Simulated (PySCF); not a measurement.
CH2NS, SMILES N[C]=S, multiplicity 2.

Coordinates come from a PBE0-D3(BJ)/def2-TZVP optimisation. The isomer is the one that the SMILES or the coordinates give; other isomers of the formula were not compared. The values are those of a single conformer.

Computed with SMD-PBE0/def2-SVP (PySCF).

Solvation free energies are E(SMD) − E(gas) at the gas-phase geometry, for 1 M in both phases. In vacuum the dipole moment is 3.82 D.

| solvent | ΔG(solv) (kcal/mol) | its non-electrostatic (CDS) part | dipole (D) |
|---|---|---|---|
| water | -4.4 | 3.5 | 5.11 |
| diethylether | ___ | ___ | ___ |
| ethanol | -6.5 | 1.1 | 5.05 |

Q: Complete the blanks. (The exact figures need the calculation; the answer reports its results.)

A: 
- diethylether, ΔG(solv) (kcal/mol): -5.5
- diethylether, its non-electrostatic (CDS) part: -0.1
- diethylether, dipole (D): 4.70
